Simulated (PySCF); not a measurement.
# One molecule, several mistakes: AlBClFH2

Calculated results; nothing here was measured. The program is PySCF 2.14.0, an open-source quantum chemistry code, run on an isolated molecule that a program drew, which may never have been made. The molecule is AlBClFH2 (charge 0, singlet), drawn as the SMILES string `[BH2][Al]([F])[Cl]`.

Each row is a Hartree-Fock (HF) and frozen-core CCSD(T) single point in the cc-pV(D+d)Z basis, meant for a local HF minimum. Run 1 is clean. Each other run has one planted mistake out of seven kinds, and not every kind appears here: one electron removed, one electron added, multiplicity raised by two, geometry at a saddle point, minimal basis STO-3G, one bond length entered in bohr, all coordinates scaled. The reference is restricted for singlets and unrestricted otherwise, and also for a bond in bohr. Adding or removing an electron swaps singlet and doublet. Electrons count all cores. HOMO and LUMO are orbital energies over both spins, the gradient is its largest component, and the lowest frequency (negative if imaginary) is given only where the gradient is small. Bond lengths are over the 5 bonds as drawn. T1 is the CCSD diagnostic: over 0.02 (restricted) or 0.045 (unrestricted) a single reference is doubtful.

Geometry of the clean run:
```xyz
6
AlBClFH2, angstrom
B     0.7269   -3.2808   -1.3474
Al    1.0096   -1.9254    0.2673
F     2.2935   -2.0816    1.2946
Cl   -0.2989   -0.3233    0.6620
H     1.1894   -3.0715   -2.4348
H     0.0921   -4.2910   -1.2192
```

| run | electrons | basis functions | <S^2> | HOMO (eV) | LUMO (eV) | gradient (hartree/bohr) | lowest frequency (cm^-1) | mean bond (Å) | longest bond (Å) | T1 | HF (hartree) | CCSD(T) (hartree) | mistake |
|---|---|---|---|---|---|---|---|---|---|---|---|---|---|
| 1 | 46 | 84 | 0.000 | -11.36 | 0.78 | 2.9e-05 | 135 | 1.6569 | 2.127 | 0.0123 | -826.83642 | -827.34278 | no fault |
| 2 | 46 | 84 | 0.000 | -11.34 | 1.03 | 7.7e-02 | - | 1.5376 | 1.974 | 0.0110 | -826.80264 | -827.30501 | all coordinates scaled |
| 3 | 46 | 30 | 0.000 | -8.79 | 5.99 | 3.0e-02 | - | 1.6569 | 2.127 | 0.0132 | -817.27322 | -817.37714 | ? |
| 4 | 46 | 84 | 0.000 | -11.36 | 0.04 | 1.6e-05 | -127 | 1.6600 | 2.144 | 0.0122 | -826.83403 | -827.34069 | ? |

**Which mistake was planted in run 3, and what did it cost?**

It has 30 basis functions where the clean run has 84, with the same electrons and geometry. So the mistake is: minimal basis STO-3G. Subtracting run 1 and multiplying by 627.51 kcal/mol a hartree, the energy moved by 6001.0 kcal/mol in HF and 6253.5 kcal/mol in CCSD(T).

**Which mistake was planted in run 4, and what did it cost?**

The gradient is small, so the point is stationary, but the lowest frequency is imaginary (-127 cm^-1). So the mistake is: geometry at a saddle point. Subtracting run 1 and multiplying by 627.51 kcal/mol a hartree, the energy moved by 1.5 kcal/mol in HF and 1.3 kcal/mol in CCSD(T).

